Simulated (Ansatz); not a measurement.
Cost and result for the atomization energy of B2FH3OS, SMILES `BOB(F)S` (8 atoms, 7 bonds).

```csv
atom,x (Å),y (Å),z (Å)
B1,-0.466,1.267,-0.345
O2,-0.251,0.488,0.740
B3,0.324,-0.742,0.896
F4,0.654,-1.088,2.129
S5,0.655,-1.954,-0.401
H6,-1.073,2.283,-0.184
H7,-0.049,0.938,-1.424
H8,0.208,-1.191,-1.411
```

The species carries charge 0 and has multiplicity 1. Geometry: relaxed with PBE0-D4/def2-TZVP. It is one conformer, not always the lowest. Program: Ansatz. All runs use 2 threads of an Arm Neoverse V2 on a shared host. Times are those of one run each, without the atoms' runs, and a repeat can differ threefold. Electronic energies, without spin–orbit coupling; frozen cores. CCSD(T)/CBS adds CCSD(T) − MP2 in def2-TZVPP to the MP2 limit, and its time is that of the two runs behind it. T1 = 0.014.

CCSD(T)/CBS is a level of theory with its own doubt, some kJ/mol a heavy atom from the limit and from the frozen cores, so smaller differences don't rank the functionals.

```json
{"level": "BLYP-D4/def2-TZVPP", "functions": "208", "wall time": "2 s"}
{"level": "PBE0-D4/def2-TZVPP", "functions": "208", "wall time": "2.7 s"}
{"level": "BHLYP-D4/def2-TZVPP", "functions": "208", "wall time": "2.7 s"}
{"level": "CAM-B3LYP-D4/def2-TZVPP", "functions": "208", "wall time": "3.1 s"}
{"level": "CCSD(T)/def2-SVP", "functions": "89", "wall time": "3.3 s"}
{"level": "r2SCAN-D4/def2-TZVPP (with forces)", "functions": "208", "wall time": "4.5 s"}
{"level": "B2PLYP/def2-TZVPP", "functions": "208", "wall time": "4.8 s"}
{"level": "ωB97X-V/def2-TZVPP", "functions": "208", "wall time": "8 s"}
{"level": "B97M-V/def2-TZVPP", "functions": "208", "wall time": "9 s"}
{"level": "ωB97M-V/def2-TZVPP (with forces)", "functions": "208", "wall time": "11 s"}
{"level": "MP2/def2-QZVPP", "functions": "388", "wall time": "16 s"}
{"level": "CCSD(T)/def2-TZVPP", "functions": "208", "wall time": "84 s"}
{"level": "CCSD(T)/CBS(def2)", "functions": "–", "wall time": "100 s"}
```

Problem. What atomization energy does each give, and how far from CCSD(T)/CBS? (Estimate.)

Solution. Computed: 
| level | atomization (kcal/mol) | difference from CCSD(T)/CBS | per bond |
| --- | --- | --- | --- |
| BLYP-D4/def2-TZVPP | 780.4 | 4.2 | 0.6 |
| PBE0-D4/def2-TZVPP | 780.2 | 4.0 | 0.6 |
| BHLYP-D4/def2-TZVPP | 756.2 | -20.0 | -2.9 |
| CAM-B3LYP-D4/def2-TZVPP | 785.1 | 8.9 | 1.3 |
| CCSD(T)/def2-SVP | 742.5 | -33.7 | -4.8 |
| r2SCAN-D4/def2-TZVPP (with forces) | 787.3 | 11.1 | 1.6 |
| B2PLYP/def2-TZVPP | 773.7 | -2.5 | -0.4 |
| ωB97X-V/def2-TZVPP | 780.8 | 4.6 | 0.7 |
| B97M-V/def2-TZVPP | 786.6 | 10.4 | 1.5 |
| ωB97M-V/def2-TZVPP (with forces) | 784.9 | 8.7 | 1.3 |
| MP2/def2-QZVPP | 793.9 | 17.7 | 2.5 |
| CCSD(T)/def2-TZVPP | 757.2 | -19.0 | -2.7 |
| CCSD(T)/CBS(def2) | 776.2 | 0.0 | 0.0 |

From r2SCAN to r2SCAN0 (25 % exact exchange), in def2-TZVPP and without D4, the atomization energy moves by −15.6 kcal/mol: exact exchange takes away binding that semilocal exchange gives to molecules. At CCSD(T), def2-SVP lies −33.7 kcal/mol from the extrapolated value and def2-TZVPP −19.0 kcal/mol: correlation converges slowly with the basis, and small sets miss more of it in the bonded molecule than in its fragments. In def2-TZVPP, CCSD(T) changes the Hartree–Fock value by +165.5 kcal/mol (the triples alone add +12.1 kcal/mol) and MP2 by +191.0 kcal/mol; breaking electron pairs costs correlation energy, which Hartree–Fock lacks.
